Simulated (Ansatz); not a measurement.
Ansatz results at the PBE0-D4/def2-TZVP geometry: size of the dipole moment (B3LYP/def2-TZVPP) 2.52 D; HOMO energy (PBE0/def2-TZVPP) -6.11 eV; HOMO–LUMO gap (B3LYP/def2-TZVPP) 5.55 eV.

Each molecule was computed in one conformer, which needn't be the lowest.

(1) Which molecule gave them?
A. `C[O][GaH2]`
B. `C[N](C)[Ga]([Cl])[N](C)C`
C. `[NH2][Ga]([Br])[Br]`
D. `C[O][Ga]([OH])[Br]`

## Answers

(1) B. The others give `C[O][GaH2]`: 1.08, -7.85, 6.14; `[NH2][Ga]([Br])[Br]`: 2.40, -7.98, 6.13; `C[O][Ga]([OH])[Br]`: 1.73, -8.25, 6.45.

B3LYP here is the variant with VWN-RPA as its local correlation; programs differ in this.
